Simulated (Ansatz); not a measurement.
System: CH3OS, charge 0, doublet. CH3OS (SMILES C[S]=O, doublet).
B3LYP-D3(BJ)/def2-TZVP minimum from Ansatz (a program for electronic structure):
```xyz
6

C     -1.3941     0.3113     0.0856
S      0.2181    -0.4773    -0.1605
O      1.2502     0.5488     0.2074
H     -1.4940     0.6074     1.1297
H     -2.1650    -0.4153    -0.1755
H     -1.4683     1.1870    -0.5589
```
Charge 0, spin multiplicity 2.

Wanted: atomisation energy (electronic, to ground-state atoms), in kJ/mol. UHF or UKS for unpaired electrons; spin-orbit terms are left out. CBS(X,Y): correlation extrapolated as X^-3, Hartree-Fock from the larger set. A bracket is a step between two methods taken in the basis named. Functionals run without relativity, which enters their misses. Double hybrids freeze cores in their MP2 part. 'core' is core correlation in cc-pwCVTZ (1s frozen past Ne), 'X2C' scalar relativity in cc-pVTZ-DK, both at CCSD(T). For partners of very few electrons the exact lower level stands in for a higher one. The UHF reference of CH3OS (C[S]=O, doublet) is spin-contaminated (<S^2> up to 0.04 over the pure value in the sets run).

CCSD(T)/CBS(cc-pV(T+d)Z,cc-pV(Q+d)Z) + [CCSDT(Q) - CCSD(T)]/cc-pV(D+d)Z + core + X2C (Ansatz) gives 2052.8 kJ/mol.

Problem. How far off this value is PBE/def2-TZVPD (Ansatz), in which direction, and how far these levels: r2SCAN/def2-TZVPD, B3LYP/def2-TZVPD, PBE0/def2-TZVPD, wB97M-V/def2-TZVPD, B2PLYP/def2-TZVPD, CCSD(T)/CBS(cc-pV(T+d)Z,cc-pV(Q+d)Z) + core + X2C?

Solution. PBE gives 2127.4 kJ/mol, 74.6 kJ/mol above it. Differences of the others: r2SCAN/def2-TZVPD (Ansatz) 22.8; B3LYP/def2-TZVPD (Ansatz) -11.6; PBE0/def2-TZVPD (Ansatz) 2.5; wB97M-V/def2-TZVPD (Ansatz) 5.3; B2PLYP/def2-TZVPD (Ansatz) -28.6; CCSD(T)/CBS(cc-pV(T+d)Z,cc-pV(Q+d)Z) + core + X2C (Ansatz) -4.4 kJ/mol.
